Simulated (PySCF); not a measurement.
BFO, SMILES O=BF. Atoms are numbered in the order given.

```xyz
3

F      0.0000     0.0000     1.2087
B      0.0000     0.0000    -0.0864
O      0.0000     0.0000    -1.3058
```

Geometry: PBE-D3(BJ)/def2-TZVP.

Calculation: PBE0/pcJ-1 run with PySCF.

Isotropic couplings with Fermi-contact, spin-dipole and both spin-orbit terms, one fixed conformer, no vibrational averaging. Isotopes: 11B, 19F.

Estimate the spin–spin coupling constants. (An estimate is asked for; the answer gives what the named calculation found.)


| pair | bonds apart | J (Hz) |
|---|---|---|
| F1–B2 | 1 | -97.1 |
